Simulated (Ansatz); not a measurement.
Consider the formal loss of a carbene: `BB(C)C[SiH3]` → `BBC[SiH3]` + `[CH2]` (triplet).

Program: Ansatz. Geometries: PBE0-D4/def2-TZVP. ΔE: electronic, gas phase. CCSD(T)/CBS adds triple-zeta CCSD(T) − MP2 to the extrapolated MP2 energy (def2 sets, frozen cores). This one scheme is used for every species. DFT in def2-TZVPP. Triplets are unrestricted, without spin–orbit coupling. One conformer a species, not always the lowest.

```csv
species,PBE energy (Eh)
`BB(C)C[SiH3]`,-421.07137
`BBC[SiH3]`,-381.78408
`[CH2]` (triplet),-39.10530
```

Task: Work out ΔE.

Result: ΔE = (-381.78408) + (-39.10530) − (-421.07137) = 0.18199 Eh = +4.95 eV. CCSD(T)/CBS gives +4.97 eV.

Largest T1 diagnostic among the species: 0.012.

From PBE to PBE0 (25 % exact exchange), in def2-TZVPP and without D4, ΔE moves by −0.07 eV. In def2-TZVPP, CCSD(T) changes the Hartree–Fock value by +1.47 eV (the triples alone add +0.12 eV) and MP2 by +1.62 eV. The D4 term adds +0.13 eV with B3LYP and +0.07 eV with PBE0; it sums over pairs of atoms, weighted by their polarisabilities, and B3LYP, whose exchange is more repulsive, gets the larger term.

B3LYP here is the variant with VWN-RPA as its local correlation; programs differ in this.
